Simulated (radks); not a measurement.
Question: Isoelectronic series with 14 electrons, all held in the configuration [Ne] 3s2 3p2, which need not be the ground one along the series. Calculated with a radial shooting solver on a logarithmic mesh with Libxc functionals: Dirac Kohn-Sham, LDA (Slater exchange, Perdew-Wang correlation), spin-unpolarised, spherical densities, finite nucleus; open shells fill j = l - 1/2 first; Fermi nuclear charge, rms radius of each element as measured or else 0.836 A^(1/3) + 0.57 fm. Total energies (hartree) and orbital eigenvalues (hartree) (* marks an orbital that is empty in some or all of the ions):

ion,E (hartree),3p3/2*,3p1/2,3s1/2
Si,-288.82337,-0.15211,-0.15331,-0.39919
Cr10+,-1009.50769,-9.30924,-9.36724,-10.44261
Cu15+,-1542.00532,-18.17016,-18.32711,-19.82173
Se20+,-2191.79706,-29.84462,-30.19126,-32.11422
Ru30+,-3854.32830,-61.67338,-62.86394,-65.68280
In35+,-4874.16727,-81.86421,-83.83566,-87.12819
Xe40+,-6025.66520,-104.9385,-108.0391,-111.8269

Estimate the row of K5+.

Answer: E (hartree) -592.24851; 3p3/2* -3.27098; 3p1/2 -3.28572; 3s1/2 -3.94724.
